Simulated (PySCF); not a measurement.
disiloxane (H6OSi2), singlet, at a GFN2-xTB geometry.

Input for PySCF:
```python
from pyscf import gto, scf, dft

mol = gto.M(
    atom='''
Si    1.58554558   -0.29465325    0.09305373
O    -0.00374610   -0.02898376   -0.03187953
Si   -1.58414102    0.30551525   -0.08108531
H     1.99636140   -0.92391127   -1.16028168
H     2.22242187    1.00620543    0.29041493
H     1.77723671   -1.17669751    1.24269936
H    -2.21375802   -0.47470673    0.98249776
H    -2.04757203   -0.09473461   -1.40797725
H    -1.72438507    1.74364671    0.14012516
''',
    basis='6-311g**',
    verbose=4,
)

mf = dft.RKS(mol)
mf.xc = 'bhandhlyp'
mf = mf.density_fit(auxbasis='def2-universal-jkfit')
mf.kernel()
```

What does this run give for the HOMO-LUMO gap, HOMO energy, nuclear repulsion energy, Mulliken (on the basis functions themselves) charges in atom order?


```yaml
HOMO-LUMO gap: 10.66 eV
HOMO energy: -9.84 eV
nuclear_repulsion_energy: 159.8780 Eh
Mulliken (on the basis functions themselves) charges in atom order: Si1 0.98, O2 -0.86, Si3 0.98, H4 -0.18, H5 -0.19, H6 -0.18, H7 -0.18, H8 -0.18, H9 -0.19
```
